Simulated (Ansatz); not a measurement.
Reaction (SMILES): CCCCCSC + 6 [H][H] (H2) -> 6 C (CH4) + S (H2S)
Structures are relaxed separately at B3LYP-D3(BJ)/def2-TZVP in Ansatz (a quantum-chemistry and plane-wave program), one conformer each, not searched for the lowest.

Quantity: energy of full hydrogenation (electronic energy difference), in kcal/mol. Cores are frozen in the correlated levels unless marked. Spin-orbit coupling is left out. Non-relativistic. CBS marks a two-point X^-3 extrapolation of the correlation energy; Hartree-Fock from the larger set. [CCSD(T)-MP2]/basis is that difference in the basis named.

RI-MP2/CBS(aug-cc-pV(T+d)Z,aug-cc-pV(Q+d)Z)+[CCSD(T)-MP2]/aug-cc-pV(T+d)Z (Ansatz) gives -99.6 kcal/mol.

Another calculation gave -117.0 kcal/mol. Which level was it?
(A) BHLYP/def2-TZVPD (Ansatz)
(B) BLYP/def2-TZVPD (Ansatz)
(C) PBE0/def2-TZVPD (Ansatz)
(D) PBE-QIDH/def2-TZVPD (Ansatz)

A, BHLYP/def2-TZVPD (Ansatz). The others give -100.6 (PBE-QIDH), -106.7 (PBE0), -112.7 (BLYP) kcal/mol.
